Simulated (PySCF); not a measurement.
## Broadened absorption spectrum of C7H7ClO

Species: C₇H₇ClO.
Atom-mapped SMILES: `[CH:1]#[C:2][C@@H:3]1[CH2:4][C@H:5]([CH2:6][Cl:7])[C:8]1=[O:9]` (hydrogens: H10 on C1; H11 on C3; H12, H13 on C4; H14 on C5; H15, H16 on C6)

Cartesian coordinates in Å at the GFN2-xTB level; atoms count from 1:
```
atom  x, y, z in Å
C1     2.630   -0.871    1.675
C2     1.997   -0.642    0.685
C3     1.185   -0.356   -0.471
C4     0.378    0.966   -0.458
C5    -0.929    0.181   -0.696
C6    -2.053    0.364    0.301
Cl7   -2.822    1.965    0.094
C8    -0.140   -1.113   -0.536
O9    -0.451   -2.260   -0.437
H10    3.204   -1.078    2.528
H11    1.774   -0.504   -1.380
H12    0.643    1.678   -1.235
H13    0.404    1.462    0.509
H14   -1.318    0.287   -1.712
H15   -1.683    0.320    1.326
H16   -2.828   -0.389    0.156
```

Theory: TDDFT CAM-B3LYP/def2-SVPD, vertical, gas phase, core orbitals frozen in the response (PySCF 2.14.0, density-fitted response routines).

Each state is given a Gaussian of 0.3 eV full width at half maximum, with ε(max) = 2.175×10⁸ f / Δν̃ (Δν̃ the width in cm⁻¹). The cross-section is σ = 3.8235×10⁻²¹ ε cm², given in Mb (10⁻¹⁸ cm²). The width is an assumption, not a result. The curve ends short of the highest state used, and states not computed would add to its high-energy end.

E (eV), σ (Mb) and a bar:
```
     3.70       0.00 
     3.80       0.02 
     3.90       0.12 #
     4.00       0.41 ###
     4.09       0.75 #####
     4.19       0.83 #####
     4.29       0.49 ###
     4.38       0.18 #
     4.48       0.03 
     4.58       0.00 
     4.67       0.00 
     4.77       0.00 
     4.87       0.00 
     4.96       0.00 
     5.06       0.00 
     5.16       0.00 
     5.25       0.00 
     5.35       0.00 
     5.45       0.00 
     5.54       0.00 
     5.64       0.00 
     5.74       0.00 
     5.83       0.01 
     5.93       0.07 
     6.03       0.22 #
     6.12       0.40 ###
     6.22       0.76 #####
     6.32       1.89 ############
     6.41       3.64 ########################
     6.51       4.57 ##############################
```

Problem. Locate the maxima and give the states behind the curve.

Solution. 298 nm (4.15 eV), ε about 220, made up of S1 (100%); 191 nm (6.50 eV), ε about 1200, made up of S3 (77%) and S4 (23%) (ε in L mol⁻¹ cm⁻¹; maxima over ε = 5, shares over 10%). The states used: S1 4.15 eV (f 0.0025); S2 6.16 eV (f 0.0011); S3 6.49 eV (f 0.010); S4 6.53 eV (f 0.0031); S5 6.93 eV (f 0.0059); S6 7.00 eV (f 0.010); S7 7.07 eV (f 0.0034); S8 7.11 eV (f 0.0022).

Problem. Coming from long wavelengths, where does ε first pass 100 L mol⁻¹ cm⁻¹?

Solution. At about 310 nm (3.99 eV), 0.16 eV below S1.

Problem. What would ε be at 6.50 eV, the highest of these maxima, with half the width (0.15 eV)?

Solution. About 2340 L mol⁻¹ cm⁻¹ against 1200, a factor of about 1.95; a lone state at its own centre would give exactly 2.

Problem. On this curve, what absorbance would a 10⁻⁴ mol/L sample give at 193 nm over a 1 cm path?

Solution. 193 nm is 6.424 eV, where ε is about 1000 L mol⁻¹ cm⁻¹, so A = ε c l ≈ 0.1 (Beer–Lambert, with the gas-phase spectrum and the assumed width).

One conformer stands for the species.
